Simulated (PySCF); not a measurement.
Ionisation energy of Se⁺ by level of theory

Se⁺ [Ar] 3d10 4s2 4p3 (4S) → Se²⁺ [Ar] 3d10 4s2 4p2 (3P), as a difference of total energies. Computed with PySCF 2.14 in Sapporo-DKH3-DZP-2012, with the spin-free X2C one-electron Hamiltonian (Gaussian nucleus). Correlated levels: valence: [Ar] 3d10 frozen. The calculations carry no spin-orbit coupling.

```
           method  ionisation energy (eV)
              UHF                  20.894
            M06-L                  21.138
             TPSS                  21.422
    MP2 (valence)                  21.280
SCS-MP2 (valence)                  21.154
   CCSD (valence)                  21.236
CCSD(T) (valence)                  21.241
```

Problem. How much does correlation contribute at CCSD(T) (valence)?

Solution. 21.241 − (20.894) = 0.347 eV, measured against UHF.

The reference lies between the lowest fine-structure levels, while these numbers refer to the centres of the terms.

Errors of the correlated levels include the incompleteness of this basis and the frozen core.

For comparison: 21.196 ± 0.01 eV (measured; NIST Atomic Spectra Database, ionization energies).
